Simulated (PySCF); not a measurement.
Simulation results for AlCl₂GeH, AlClGeH₃N, CH₅BGeN

Computed with PySCF 2.14.0. Calculation on a computer-drawn molecule: the log of a Hartree-Fock and frozen-core CCSD(T) single point meant for a local Hartree-Fock minimum, with one planted fault or none, to be diagnosed. Offsets are logged minus clean, where the clean run is the same molecule without the fault. The reference is restricted for singlets and unrestricted otherwise, and also for a bond in bohr or an excited solution. Adding or removing an electron swaps singlet and doublet. The excited solution moves the top pair (singlet) or top alpha electron (doublet) to the lowest empty orbital. Highest occupied and lowest empty are orbital energies over both spins, largest force is the largest gradient component, triples share is (T) over the correlation energy, the T1 limit is 0.02 restricted and 0.045 unrestricted, electrons count all cores, a negative frequency is imaginary (commonest isotopes), and the dipole is about the centre of nuclear charge; on germanium a core potential holds 10 electrons, which the energies leave out, and 3d is frozen in MP2 and coupled-cluster steps.

Common to all runs: meant multiplicity 1; meant basis and core potential on germanium cc-pVDZ-PP ECP10MDF; logged SCF converged yes; logged CC converged yes; logged SCF stable within its kind yes; possible faults no fault, one electron removed, one electron added, multiplicity raised by two, geometry at a saddle point, SCF held on an excited solution, minimal basis STO-3G, one bond length entered in bohr, all coordinates scaled.

(1) 
```xyz
5
formula=AlCl2GeH meant_charge=0 meant_basis=cc-pV(D+d)Z logged_electrons=79 logged_basis_functions=97 logged_spin_squared=0.8005 logged_highest_occupied=-15.084 logged_lowest_empty=-6.8749 logged_largest_force=0.041434 logged_T1_diagnostic=0.024367 logged_D1_diagnostic=0.11914 logged_triples_share=0.029674 logged_dipole_magnitude=11.091 logged_energy_HF=-1454.68453 logged_energy_CCSD(T)=-1455.12919 planted_fault=one_electron_removed HF_energy_offset_from_clean_run=176.1 CCSD(T)_energy_offset_from_clean_run=188.7
Al    -2.2949    -0.5009     1.5371
Ge     0.0719    -1.0755     0.4786
Cl     0.5365    -3.0169     1.4435
Cl    -0.4751    -1.5851    -1.6085
H      1.4464    -0.4161     0.3323
```

Units: logged_highest_occupied, logged_lowest_empty in eV; logged_largest_force in hartree/bohr; logged_dipole_magnitude in debye; logged_energy_HF, logged_energy_CCSD(T) in hartree; HF_energy_offset_from_clean_run, CCSD(T)_energy_offset_from_clean_run in kcal/mol.

Drawn bonds:
```tsv
atom	other atom	order
1	2	1
2	3	1
2	4	1
2	5	1
```

(2) 
```xyz
7
formula=AlClGeH3N meant_charge=0 meant_basis=cc-pV(D+d)Z logged_electrons=73 logged_basis_functions=98 logged_spin_squared=0.7784 logged_highest_occupied=0.070871 logged_lowest_empty=6.4997 logged_largest_force=0.039555 logged_T1_diagnostic=0.017582 logged_D1_diagnostic=0.057838 logged_triples_share=0.028486 logged_dipole_magnitude=10.78 logged_energy_HF=-1051.05263 logged_energy_CCSD(T)=-1051.56811 planted_fault=one_electron_added HF_energy_offset_from_clean_run=13.61 CCSD(T)_energy_offset_from_clean_run=8.352
Al    -1.1603    -0.1425    -0.7008
N      0.6396    -0.2546    -0.4560
Ge     1.7515     0.5143     0.7609
Cl     2.8214     2.1993    -0.1367
H      1.1634    -0.7749    -1.1481
H      0.9260     1.1034     1.8965
H      2.8457    -0.4327     1.2327
```

Units: logged_highest_occupied, logged_lowest_empty in eV; logged_largest_force in hartree/bohr; logged_dipole_magnitude in debye; logged_energy_HF, logged_energy_CCSD(T) in hartree; HF_energy_offset_from_clean_run, CCSD(T)_energy_offset_from_clean_run in kcal/mol.

Drawn bonds:
```tsv
atom	other atom	order
1	2	1
2	3	1
3	4	1
2	5	1
3	6	1
3	7	1
```

Notes: highest electron not bound in this basis.

(3) 
```xyz
9
formula=CH5BGeN meant_charge=1 meant_basis=cc-pVDZ logged_electrons=54 logged_basis_functions=90 logged_spin_squared=1.0141 logged_highest_occupied=-14.366 logged_lowest_empty=-6.0077 logged_largest_force=0.050294 logged_T1_diagnostic=0.020673 logged_D1_diagnostic=0.079354 logged_triples_share=0.038543 logged_dipole_magnitude=1.3451 logged_energy_HF=-412.8687 logged_energy_CCSD(T)=-413.35693
B     -1.0952     0.1851     1.1656
N     -0.5954    -0.8730     1.7576
C      0.2425    -3.2196     0.6453
Ge     0.9169    -4.6016     1.5338
H     -1.5424     1.1367     0.6541
H     -0.5113    -0.8056     2.7636
H      0.1283    -3.2468    -0.4286
H      1.0708    -4.5505     3.0366
H      1.3309    -5.8242     0.7625
```

Units: logged_highest_occupied, logged_lowest_empty in eV; logged_largest_force in hartree/bohr; logged_dipole_magnitude in debye; logged_energy_HF, logged_energy_CCSD(T) in hartree.

Drawn bonds:
```tsv
atom	other atom	order
1	2	1
2	3	1
3	4	2
1	5	1
2	6	1
3	7	1
4	8	1
4	9	1
```

Questions
1. Which fault was planted in the run of CH₅BGeN (entry 3)?

Answers
1. one bond length entered in bohr, row 2 of the drawn bonds

Further results for CH₅BGeN (entry 3):

* HF energy offset from clean run: 62.12 kcal/mol
* CCSD(T) energy offset from clean run: 78.97 kcal/mol
